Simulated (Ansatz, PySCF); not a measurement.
Sn(F)3(vinyl) (C2H3F3Sn), SMILES C=[CH][Sn]([F])([F])[F]. Atoms are numbered in the order given.

```xyz
9

C     -2.7673     0.1977    -0.2581
C     -1.7836     0.6485     0.5277
Sn     0.1785     0.0055     0.0823
F      0.0451    -1.1517    -1.4546
F      1.4675     1.3517    -0.3952
F      1.1016    -1.0200     1.4234
H     -2.5806    -0.4768    -1.1015
H     -3.8089     0.4934    -0.0806
H     -1.9544     1.3225     1.3737
```
Charge 0, spin multiplicity 1.

Geometry: r2SCAN-D4/def2-SVP. The structure was generated by enumeration; whether it is a known compound was not checked. The def2 effective core potentials stand for the cores of Sn; spin–orbit coupling is left out. One conformer was computed; it need not be the lowest.

Two levels are set side by side: PBE-D3(BJ)/def2-SVP (Ansatz, a quantum-chemistry and plane-wave program) and r2SCAN-D4/def2-SVP (Ansatz). Each level has its own optimised geometry; the coordinates shown are those of the second. Frequencies come from the Hessian of PySCF at each geometry. Differences are taken from unrounded values.

```tsv
quantity	r2SCAN-D4
mean bond length (Å)	1.564
bond C1–C2 (Å)	1.337
bond C2–Sn3 (Å)	2.112
bond Sn3–F4 (Å)	1.928
bond Sn3–F5 (Å)	1.924
bond Sn3–F6 (Å)	1.924
bond C1–H7 (Å)	1.096
bond C1–H8 (Å)	1.097
bond C2–H9 (Å)	1.095
highest harmonic wavenumber (cm⁻¹)	3228
mean harmonic wavenumber (cm⁻¹)	994
zero-point energy (kcal/mol)	29.86
```

### Question
What does PBE-D3(BJ) give, and how far is it from r2SCAN-D4? (An estimate is asked for; the answer gives what the named calculation found.)

### Answer

```csv
quantity,PBE-D3(BJ),PBE-D3(BJ) minus r2SCAN-D4
mean bond length (Å),1.577,0.013
bond C1–C2 (Å),1.343,0.005
bond C2–Sn3 (Å),2.128,0.016
bond Sn3–F4 (Å),1.949,0.020
bond Sn3–F5 (Å),1.944,0.020
bond Sn3–F6 (Å),1.944,0.020
bond C1–H7 (Å),1.103,0.007
bond C1–H8 (Å),1.105,0.007
bond C2–H9 (Å),1.102,0.007
highest harmonic wavenumber (cm⁻¹),3158,-70
mean harmonic wavenumber (cm⁻¹),967,-28
zero-point energy (kcal/mol),29.02,-0.83
```
